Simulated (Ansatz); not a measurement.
Born–Oppenheimer molecular dynamics of Cl₂FHSi (5 atoms, charge 0, multiplicity 1). It starts from a relaxed structure.

Level of theory: RKS PBE0-D4/6-31G (Ansatz 0.2.0).

```json
{"ensemble": "NVE (velocity Verlet)", "time step": "0.5 fs", "steps asked": "150", "starting velocities drawn for": "500 K", "masses": "H 2.014 u", "seed": "135365"}
```

First frame:

```xyz
5
Properties=species:S:1:pos:R:3
Si 0.009 -0.033 0.007
Cl 0.001 0.008 2.145
Cl 2.022 0.008 -0.714
F -0.759 1.359 -0.536
H -0.702 -1.236 -0.496
```

How far do the bonds stretch over the last three quarters of this one trajectory? (Pairs bonded in most of those frames.)


```json
{"bond": "Si1–Cl2", "mean (Å)": "2.136", "spread (Å)": "0.037", "shortest": "2.08", "longest": "2.19"}
{"bond": "Si1–Cl3", "mean (Å)": "2.135", "spread (Å)": "0.070", "shortest": "2.04", "longest": "2.26"}
{"bond": "Si1–F4", "mean (Å)": "1.688", "spread (Å)": "0.029", "shortest": "1.64", "longest": "1.72"}
{"bond": "Si1–H5", "mean (Å)": "1.486", "spread (Å)": "0.017", "shortest": "1.46", "longest": "1.51"}
```

Mean temperature of the second half: 257 K. The conserved energy stayed within 0.028 meV per atom of its start (net change 0.02 meV per atom), so the integration is sound. Over the second half the temperature averaged 0.51 of the 500 K drawn at the start: a run that starts near a minimum puts about half its kinetic energy into the potential. A run of 0.075 ps of so small a system gives no equilibrium averages. Limits of this set-up: no polarisation functions.

Run time: 4.6 min on 1 thread of Arm Neoverse V1, on a shared host, peak memory 0.11 GiB.
